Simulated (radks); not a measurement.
Results of a calculation; reference values are marked as such.
The germanium anion Ge4-, [Kr], held by a Watson sphere: a shell of charge +4 at radius R that stands for the Madelung well of a crystal (potential energy -4/R inside, -4/r outside, in hartree with lengths in bohr). Code: a radial shooting solver on a logarithmic mesh with Libxc functionals. Model: scalar-relativistic Kohn-Sham, r2SCAN, spin-polarised, spherical densities, finite nucleus; meta-GGA in the generalised Kohn-Sham scheme; Fermi nuclear charge, rms radius of each element as measured or else 0.836 A^(1/3) + 0.57 fm.

R (bohr)  e(3d) (eV)  e(4s) (eV)  e(4p) (eV)  <r> 4p (bohr)  sum of <r^2> (bohr^2)  X-ray form factor at sin(theta)/lambda = 0.2 1/angstrom
2.65         -28.497     -14.482      -6.925          2.757                  75.17                                                   25.521
2.79         -28.169     -13.965      -6.645          2.834                  78.54                                                   25.450
3.25         -27.514     -12.532      -5.792          3.090                  90.29                                                   25.305
3.35         -27.427     -12.270      -5.622          3.146                  92.97                                                   25.290
4.63         -26.984     -10.109      -3.955          3.880                  131.8                                                   25.350
4.77         -26.971      -9.978      -3.823          3.962                  136.6                                                   25.368
